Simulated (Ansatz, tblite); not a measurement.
Forces on CrCl₂ at its PBE-D4/def2-TZVP geometry. Total charge 0; quintet.

The xTB rows come from tblite.

GFN2-xTB (tblite), largest force 1.14 eV/Å:

```xyz
3
positions Å, forces eV/Å
Cr    0.000    0.000    0.000    0.000    0.000    0.000
Cl   -1.451    1.616   -0.078    0.759   -0.846    0.041
Cl    1.451   -1.616    0.078   -0.759    0.846   -0.041
```

r2SCAN-D4/def2-TZVP (Ansatz), largest force 0.05 eV/Å:

```
Cr 0.000 0.000 0.000
Cl -0.031 0.034 -0.002
Cl 0.031 -0.035 0.002
```

PBE0-D4/def2-TZVP (Ansatz), largest force 0.09 eV/Å:

```
Cr 0.000 0.000 0.000
Cl -0.059 0.065 -0.003
Cl 0.059 -0.065 0.003
```
